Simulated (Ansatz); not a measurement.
Geometry optimisation, Ansatz, RKS PBE/def2-SVP.

The input (input.yaml):

```yaml
crystal:
  periodic: [false, false, false]
  atoms:
    - { symbol: Ge, position_ang: [0.0, 0.0, 0.0] }
    - { symbol: H, position_ang: [0.0, 0.0, 1.9] }
    - { symbol: Cl, position_ang: [2.0935, 0.0, -0.7393] }
    - { symbol: O, position_ang: [-0.8337, 1.4443, -0.5894] }
    - { symbol: H, position_ang: [-1.7915, 1.2136, -0.8118] }
    - { symbol: H, position_ang: [-0.73, -1.2648, -0.5162] }
    - { symbol: F, position_ang: [1.0384, 1.566, 0.6243] }
    - { symbol: H, position_ang: [0.5576, 0.8409, 1.7574] }
basis:
  gaussian: { orbitals: def2-SVP }
hamiltonian:
  xc: pbe
relax:
  f_tol: 0.15
  max_steps: 25
  restrain:
    - { distance: [0, 6], at: 2.88, k: 30.0 }
    - { distance: [7, 1], at: 1.86, k: 30.0 }
    - { distance: [0, 1], at: 1.55, k: 30.0 }
    - { distance: [7, 6], at: 0.92, k: 30.0 }
```

Run as:

```bash
$ ansatz run input.yaml --threads 2 --pin off --max-ram 3072MiB --backend cpu --events-out ev --progress --plain --runs-dir out
```

**Question.** Where does it end, and by what steps?

**Answer.** The forces met the threshold. The restraints hold the end off the free minimum; the threshold counts their pulls, which the force column leaves out. Restrained pairs: Ge1–F7 (1.98 → 2.89 Å), H2–H8 (1.02 → 1.86 Å), Ge1–H2 (1.90 → 1.55 Å), F7–H8 (1.43 → 0.93 Å). After 10 steps the energy has fallen by 2.838 eV (the restraints' own energy left out); F7 moved furthest, 0.82 Å.

| step | energy less start (eV) | largest force component (eV/Å) | accepted |
| --- | --- | --- | --- |
| 0 | 0.0000 | 3.790 | yes |
| 1 | -0.6770 | 4.522 | yes |
| 2 | -1.5793 | 3.789 | yes |
| 3 | -2.1292 | 3.075 | yes |
| 4 | -2.6190 | 0.944 | yes |
| 5 | -2.7523 | 0.736 | yes |
| 6 | -2.8094 | 0.502 | yes |
| 7 | -2.8272 | 0.299 | yes |
| 8 | -2.8143 | 0.490 | no |
| 9 | -2.8341 | 0.333 | yes |
| 10 | -2.8383 | 0.258 | yes |

```xyz
8
Properties=species:S:1:pos:R:3
Ge -0.152 -0.182 0.009
H 0.060 -0.184 1.543
Cl 1.753 -0.205 -1.042
O -1.147 1.251 -0.369
H -1.489 1.192 -1.282
H -0.885 -1.469 -0.465
F 1.224 2.007 1.291
H 0.971 1.390 1.942
```

The run took 18 s on 2 threads of Arm Neoverse V2, on a shared host, peak memory 0.15 GiB.
